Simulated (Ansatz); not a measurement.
`C#[C][Zr]([F])([F])[F]` + HBr → `[F][Zr]([F])([F])[Br]` + acetylene at 700 K and 1 bar (ligand exchange at a Zr–C bond).

Calculated with Ansatz (gas phase, PBE0-D4/def2-TZVP geometries, no zero-point term in ΔE). CBS: MP2 limit from def2 TZ/QZ plus the TZ coupled-cluster correction, frozen cores. This one scheme is used for every species. def2 core potentials past Kr. For Br, Zr outer-core shells are correlated without core-valence functions, which leaves a few kJ/mol of doubt a bond. Scalar relativity is left out up to krypton.

```
                 species  CCSD(T)/CBS energy (Eh)  H − E (kJ/mol)  S (J/(mol·K))
`C#[C][Zr]([F])([F])[F]`               -423.26659           138.3          477.1
                     HBr              -2573.91920            36.5          223.7
 `[F][Zr]([F])([F])[Br]`              -2920.00900            78.9          440.7
                   `C#C`                -77.22717           102.1          244.4
```

H − E and S are ideal-gas, rigid-rotor, harmonic terms from PBE0-D4/def2-TZVP. 1 Eh = 2625.50 kJ/mol, R = 8.31446 J/(mol·K).

Task: By hand: ΔE, ΔH, ΔS and ΔG.

Result: ΔE = (-2920.00900) + (-77.22717) − (-423.26659) − (-2573.91920) = -0.05038 Eh = -132.3 kJ/mol. Δ(H − E) = 78.9 + 102.1 − 138.3 − 36.5 = 6.2, so ΔH = -126.1 kJ/mol. ΔS = 440.7 + 244.4 − 477.1 − 223.7 = -15.7 J/(mol·K). ΔG = -126.1 − 700 × (-15.7)/1000 = -115.1 kJ/mol.

Task: By hand: the equilibrium constant, and the temperature at which ΔG would vanish if ΔH and ΔS stayed fixed.

Result: log₁₀ K = −ΔG/(RT ln 10) = 8.6. ΔG = 0 at ΔH/ΔS = 8032 K, far beyond where these terms or the molecules hold.

ΔH outweighs TΔS. A doubt of 5 kJ/mol in ΔE shifts log₁₀ K by 0.4 here. These are equilibria of isolated gas molecules and say nothing of rates. Largest T1 diagnostic: 0.017 (customary marks: 0.02 for closed shells, 0.045 for open ones).
